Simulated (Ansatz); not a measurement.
Species: SnBr, charge 1, singlet. SnBr+ (SMILES [Br][Sn+]).
B3LYP-D3(BJ)/def2-TZVP minimum from Ansatz (a first-principles code):
```
Sn
Br 1 2.4229
```
Charge +1, spin multiplicity 1.

Total energies in def2-TZVPP, 10 correlated electrons, 23 frozen orbitals. UHF or UKS for unpaired electrons; spin-orbit terms are left out. Cores are frozen in correlated methods (noble-gas shells, and filled d and f shells in the p block). Past Kr the def2 sets carry scalar-relativistic core potentials. Spin-orbit terms, left out, reach several kcal/mol for Br and I, and more for heavier atoms. The spin of BrSn+ ([Br][Sn+], singlet) was assumed, and the state is the lowest solution found for it.

```json
[
 {"method": "HF", "program": "Ansatz", "energy (Eh)": "-2785.57777", "minus CCSDT(Q) (mEh)": "247.40"},
 {"method": "MP2", "program": "Ansatz", "energy (Eh)": "-2785.79102", "minus CCSDT(Q) (mEh)": "34.15"},
 {"method": "CCSD", "program": "Ansatz", "energy (Eh)": "-2785.81265", "minus CCSDT(Q) (mEh)": "12.52"},
 {"method": "CCSD(T)", "program": "Ansatz", "energy (Eh)": "-2785.82362", "minus CCSDT(Q) (mEh)": "1.54"},
 {"method": "CCSDT(Q)", "program": "Ansatz", "energy (Eh)": "-2785.82516", "minus CCSDT(Q) (mEh)": "0.00"}
]
```

Rough core times of Ansatz's runs on a shared machine: CCSD(T) under 20 s, CCSDT(Q) 2 min.
